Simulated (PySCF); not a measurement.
**La²⁺ (lanthanum, charge +2) across methods**

[Xe] 6s1, 2S determinant (an excited configuration). Calculation: PySCF 2.14, in x2c-TZVPPall with one added diffuse shell each of s, p, d type (12s8p8d3f1g, 106 functions); scalar relativity by spin-free X2C-1e.

```json
{"method": "r2SCAN", "E (hartree)": "-8491.76", "mean ε 5p α (eV)": "-38.013", "mean ε 5p β (eV)": "-37.900", "mean ε 6s α (eV)": "-14.956", "Σ⟨r²⟩ (bohr²)": "56.07", "⟨S²⟩": "0.750"}
{"method": "UHF", "E (hartree)": "-8488.64705", "mean ε 5p α (eV)": "-43.247", "mean ε 5p β (eV)": "-43.107", "mean ε 6s α (eV)": "-16.652", "Σ⟨r²⟩ (bohr²)": "56.71", "⟨S²⟩": "0.750"}
{"method": "PBE", "E (hartree)": "-8491.36", "mean ε 5p α (eV)": "-37.425", "mean ε 5p β (eV)": "-37.258", "mean ε 6s α (eV)": "-14.939", "Σ⟨r²⟩ (bohr²)": "55.66", "⟨S²⟩": "0.750"}
{"method": "PBE0", "E (hartree)": "-8491.43", "mean ε 5p α (eV)": "-39.196", "mean ε 5p β (eV)": "-39.037", "mean ε 6s α (eV)": "-15.483", "Σ⟨r²⟩ (bohr²)": "55.79", "⟨S²⟩": "0.750"}
```

Q: Estimate the same row for LDA.

A: E (hartree) = -8484.57; mean ε 5p α (eV) = -37.578; mean ε 5p β (eV) = -37.443; mean ε 6s α (eV) = -15.203; Σ⟨r²⟩ (bohr²) = 55.51; ⟨S²⟩ = 0.750.

Spin-orbit coupling, which splits the p, d and f shells strongly at this Z, is absent.
